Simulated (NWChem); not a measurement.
System: SiHSF, singlet; SMILES F[Si]S

Input file for NWChem:

```
start job
memory heap 200 mb stack 900 mb global 1100 mb
geometry units angstroms noautoz
  Si     0.660022     0.638535     0.000000
  F     -0.722252     1.544823     0.000000
  S     -0.264527    -1.334335     0.000000
  H      0.957900    -1.940292     0.000000
end
basis spherical
  Si library 6-31+g*
  F library 6-31+g*
  S library 6-31+g*
  H library 6-31+g*
end
dft
  xc m06-2x
  iterations 150
  vectors input atomic output neutral.movecs
end
task dft energy
charge 1
dft
  odft
  mult 2
  vectors input atomic output cation.movecs
end
task dft energy
charge -1
dft
  odft
  mult 2
  vectors input atomic output anion.movecs
end
task dft energy
```

Excerpt of the output:

```
             Northwest Computational Chemistry Package (NWChem) 7.3.0
             --------------------------------------------------------

 CS  symmetry detected

                             Geometry "geometry" -> ""
                             -------------------------

 Output coordinates in angstroms (scale by  1.889725989 to convert to a.u.)

  No.       Tag          Charge          X              Y              Z
 ---- ---------------- ---------- -------------- -------------- --------------
    1 Si                  14.0000     0.67271807     0.65039368     0.00000000
    2 F                    9.0000    -0.71048405     1.55526452     0.00000000
    3 S                   16.0000    -0.24980847    -1.32342285     0.00000000
    4 H                    1.0000     0.97323893    -1.92812668     0.00000000

 Effective nuclear repulsion energy (a.u.)     131.1731624891

      Symmetry information
      --------------------

 Group name             Cs
 Group number              2
 Group order               2
 No. of unique centers     4

                                 NWChem DFT Module
                                 -----------------

 Summary of "ao basis" -> "ao basis" (spherical)
 ------------------------------------------------------------------------------
       Tag                 Description            Shells   Functions and Types
 ---------------- ------------------------------  ------  ---------------------
 Si                         6-31+g*                 10       22   5s4p1d
 F                          6-31+g*                  8       18   4s3p1d
 S                          6-31+g*                 10       22   5s4p1d
 H                          6-31+g*                  2        2   2s

      Symmetry analysis of basis
      --------------------------

        a'         47
        a"         17

            General Information
            -------------------
          SCF calculation type: DFT
          Wavefunction type:  closed shell.
          No. of atoms     :     4
          No. of electrons :    40
           Alpha electrons :    20
            Beta electrons :    20
          Charge           :     0
          Spin multiplicity:     1
          Use of symmetry is: on ; symmetry adaption is: on
          Maximum number of iterations: 150
          AO basis - number of functions:    64
                     number of shells:    30
          Convergence on energy requested:  1.00D-06
          Convergence on density requested:  1.00D-05
          Convergence on gradient requested:  5.00D-04

              XC Information
              --------------
                       M06-2X Method XC Functional
                     Hartree-Fock (Exact) Exchange  0.540
                        M06-2X Exchange Functional  1.000
                      M06-2X Correlation Potential  1.000

             Grid Information
             ----------------
          Grid used for XC integration:  medium
          Radial quadrature: Mura-Knowles
          Angular quadrature: Lebedev.
          Tag              B.-S. Rad. Rad. Pts. Rad. Cut. Ang. Pts.
          ---              ---------- --------- --------- ---------
          Si                  1.10       88          12.0       590
          F                   0.50       49          11.0       434
          S                   1.00       88          12.0       590
          H                   0.35       45          11.0       434
          Grid pruning is: on
          Number of quadrature shells:   270
          Spatial weights used:  Erf1

      Superposition of Atomic Density Guess
      -------------------------------------

 Sum of atomic energies:        -786.15051713

      Non-variational initial energy
      ------------------------------

 Total energy =    -786.490444
 1-e energy   =   -1350.799860
 2-e energy   =     433.136254
 HOMO         =      -0.259281
 LUMO         =      -0.038160

      Symmetry analysis of molecular orbitals - initial
      -------------------------------------------------

  Numbering of irreducible representations:

     1 a'          2 a"

  Orbital symmetries:

     1 a'          2 a'          3 a'          4 a'          5 a'
     6 a'          7 a"          8 a'          9 a'         10 a'
    11 a"         12 a'         13 a'         14 a'         15 a'
    16 a"         17 a'         18 a'         19 a"         20 a'
    21 a"         22 a'         23 a'         24 a'         25 a"
    26 a'         27 a'         28 a'         29 a"         30 a'

   convergence    iter        energy       DeltaE   RMS-Dens  Diis-err
 ---------------- ----- ----------------- --------- --------- ---------
 d= 0,ls=0.0,diis     1   -787.9966287103 -9.19D+02  1.64D-02  5.32D-01
 d= 0,ls=0.0,diis     2   -787.9858303140  1.08D-02  7.29D-03  9.06D-01
 d= 0,ls=0.0,diis     3   -788.0667693350 -8.09D-02  1.87D-03  5.34D-03
 d= 0,ls=0.0,diis     4   -788.0673321009 -5.63D-04  7.02D-04  9.68D-04
 d= 0,ls=0.0,diis     5   -788.0674928541 -1.61D-04  1.83D-04  7.00D-05
  Resetting Diis
 d= 0,ls=0.0,diis     6   -788.0675061355 -1.33D-05  5.40D-05  3.10D-06
 d= 0,ls=0.0,diis     7   -788.0675069142 -7.79D-07  1.16D-05  6.66D-08
 d= 0,ls=0.0,diis     8   -788.0675069351 -2.09D-08  2.59D-06  2.72D-08

         Total DFT energy =     -788.067506935113
      One electron energy =    -1352.273646053169
           Coulomb energy =      490.384067915877
    Exchange-Corr. energy =      -57.351091286925
 Nuclear repulsion energy =      131.173162489104

 Numeric. integr. density =       40.000006111240

                  Occupations of the irreducible representations
                  ----------------------------------------------

                     irrep           alpha         beta
                     --------     --------     --------
                     a'               16.0         16.0
                     a"                4.0          4.0

                       DFT Final Molecular Orbital Analysis
                       ------------------------------------

 Vector   18  Occ=2.000000D+00  E=-4.566121D-01  Symmetry=a'
              MO Center=  3.4D-02, -7.8D-01, -1.1D-15, r^2= 2.7D+00
   Bfn.  Coefficient  Atom+Function         Bfn.  Coefficient  Atom+Function
  ----- ------------  ---------------      ----- ------------  ---------------
    47      0.434043  3 S  px                 6      0.325153  1 Si s
    46     -0.309429  3 S  s                 50     -0.236086  3 S  s
    10      0.199491  1 Si s                 25     -0.174157  2 F  px
    43     -0.168344  3 S  px                64      0.154049  4 H  s
     8     -0.151577  1 Si py                51      0.150762  3 S  px

 Vector   19  Occ=2.000000D+00  E=-3.443973D-01  Symmetry=a"
              MO Center= -1.5D-01, -1.1D+00, -1.3D-14, r^2= 1.9D+00
   Bfn.  Coefficient  Atom+Function         Bfn.  Coefficient  Atom+Function
  ----- ------------  ---------------      ----- ------------  ---------------
    49      0.648538  3 S  pz                53      0.380879  3 S  pz
    45     -0.244836  3 S  pz                 9      0.161699  1 Si pz
    13      0.090091  1 Si pz                27     -0.089410  2 F  pz
    31     -0.065803  2 F  pz                 5     -0.062313  1 Si pz
    19     -0.051871  1 Si d -1              35     -0.036069  2 F  pz

 Vector   20  Occ=2.000000D+00  E=-3.134959D-01  Symmetry=a'
              MO Center=  6.0D-01,  1.2D-01, -4.5D-16, r^2= 3.5D+00
   Bfn.  Coefficient  Atom+Function         Bfn.  Coefficient  Atom+Function
  ----- ------------  ---------------      ----- ------------  ---------------
    10      0.486346  1 Si s                 48     -0.384675  3 S  py
     6      0.360036  1 Si s                  7      0.328095  1 Si px
    47     -0.257808  3 S  px                52     -0.225659  3 S  py
     8      0.201364  1 Si py                25     -0.170828  2 F  px
     2     -0.161825  1 Si s                 51     -0.147830  3 S  px

 Vector   21  Occ=0.000000D+00  E=-6.178556D-02  Symmetry=a"
              MO Center=  7.0D-01,  5.0D-01, -1.0D-15, r^2= 3.7D+00
   Bfn.  Coefficient  Atom+Function         Bfn.  Coefficient  Atom+Function
  ----- ------------  ---------------      ----- ------------  ---------------
     9      0.564092  1 Si pz                13      0.528572  1 Si pz
    49     -0.255499  3 S  pz                17      0.252854  1 Si pz
    53     -0.219338  3 S  pz                 5     -0.201368  1 Si pz
    27     -0.161391  2 F  pz                57     -0.155918  3 S  pz
    35     -0.149466  2 F  pz                31     -0.120874  2 F  pz

 Vector   22  Occ=0.000000D+00  E= 2.444119D-03  Symmetry=a'
              MO Center=  1.1D+00,  2.4D-01, -3.5D-16, r^2= 9.8D+00
   Bfn.  Coefficient  Atom+Function         Bfn.  Coefficient  Atom+Function
  ----- ------------  ---------------      ----- ------------  ---------------
    14      1.544743  1 Si s                 54     -1.467654  3 S  s
    16     -1.309436  1 Si py                56     -0.668206  3 S  py
    12     -0.404636  1 Si py                32      0.350643  2 F  s
     8     -0.309132  1 Si py                55     -0.266150  3 S  px
    50     -0.252437  3 S  s                 51     -0.190657  3 S  px

 Vector   23  Occ=0.000000D+00  E= 1.068707D-02  Symmetry=a'
              MO Center=  2.1D-01, -1.2D-01, -5.2D-15, r^2= 1.1D+01
   Bfn.  Coefficient  Atom+Function         Bfn.  Coefficient  Atom+Function
  ----- ------------  ---------------      ----- ------------  ---------------
    14      2.717526  1 Si s                 54     -1.148697  3 S  s
    10     -0.908758  1 Si s                 56     -0.691294  3 S  py
    15     -0.555697  1 Si px                16     -0.472812  1 Si py
    64      0.406179  4 H  s                 52      0.360179  3 S  py
    32     -0.337945  2 F  s                 50     -0.258859  3 S  s

     Multipole analysis of the density
     ---------------------------------

[...]
```

Level: M06-2X/6-31+G* (spherical d), vertical spin-unrestricted ions. Low-valent species are run as closed-shell singlets; no triplet was tried in these runs. Structure relaxed at the PBE-D3(BJ)/def2-SVP level.
